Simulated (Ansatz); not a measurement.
Zn6S5Cl2, a halide-capped cluster cut from wurtzite ZnS (2 Cl on the cations). Total charge 0; singlet. Geometry PBE-D4/def2-SVP.

```xyz
13

Zn   -0.082   -1.358    2.075
S     0.892    0.108    0.476
S     1.115   -2.977   -1.917
Zn    1.274   -0.748   -1.977
Zn    0.142    2.339    0.832
S     1.378    1.067   -3.277
S    -2.103   -1.936    0.864
Zn   -0.512   -2.624   -0.565
Zn   -1.478    0.106    0.039
S    -1.838    2.287   -0.565
Zn   -0.230    1.788   -2.054
Cl    0.541   -1.964    4.020
Cl    0.901    3.914    2.047
```

The 6-31G sets use Cartesian d functions. B3LYP takes the VWN-RPA correlation. HSE06 is defined as in plane-wave codes, on full-range PBE exchange. Single mean-field runs in def2-TZVP are fitted with def2-universal-jkfit.

**Question.** Estimate the orbital energies around the gap (eV) in Ansatz with HF/STO-3G, r2SCAN-D4/def2-TZVP, B3LYP-D4/6-31G, PBE0-D4/def2-SVP, HSE06-D4/def2-TZVP.

**Answer.** 
| orbital | HF/STO-3G | r2SCAN-D4/def2-TZVP | B3LYP-D4/6-31G | PBE0-D4/def2-SVP | HSE06-D4/def2-TZVP |
| --- | --- | --- | --- | --- | --- |
| HOMO−5 | -5.47 | -7.77 | -8.56 | -8.44 | -8.24 |
| HOMO−4 | -4.62 | -7.63 | -8.49 | -8.43 | -8.15 |
| HOMO−3 | -4.60 | -7.56 | -8.43 | -8.26 | -8.10 |
| HOMO−2 | -4.33 | -7.40 | -8.25 | -8.12 | -7.96 |
| HOMO−1 | -3.73 | -6.86 | -7.66 | -7.54 | -7.31 |
| HOMO | -3.47 | -6.66 | -7.46 | -7.32 | -7.11 |
| LUMO | 2.34 | -3.54 | -3.45 | -2.78 | -3.34 |
| LUMO+1 | 3.50 | -3.23 | -3.19 | -2.46 | -3.03 |
| LUMO+2 | 3.73 | -3.12 | -2.75 | -2.09 | -2.91 |
| LUMO+3 | 4.26 | -2.46 | -2.35 | -1.69 | -2.20 |
| LUMO+4 | 4.67 | -2.29 | -2.05 | -1.33 | -2.05 |
| LUMO+5 | 5.74 | -1.96 | -1.70 | -0.91 | -1.76 |
